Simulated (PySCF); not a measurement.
Sb(F)3 cation (F3Sb), SMILES [F][Sb]([F])[F] (connectivity only; charge and spin as stated), charge +1, multiplicity 2.

Geometry optimised at B3LYP-D3(BJ)/def2-SVP. The spin state was assumed, not searched. The isomer is the one that the SMILES or the coordinates give; other isomers of the formula were not compared. The def2 effective core potentials stand for the cores of Sb; spin–orbit coupling is left out.

Calculation: PySCF 2.14.0 with B3LYP-D3(BJ)/def2-SVP.

Frequencies are harmonic and unscaled.

Modes within 1.5 cm⁻¹ of each other (mostly degenerate sets) share a row, with their intensities summed.

```tsv
mode	ν (cm⁻¹)	IR (km/mol)	moving atoms (share of kinetic energy)
1–2	154	20.5	F 92 %, Sb 8 %
3	176	22.3	F 75 %, Sb 25 %
4	635	5.3	F 93 %
5–6	654	39.4	F 83 %, Sb 17 %
```
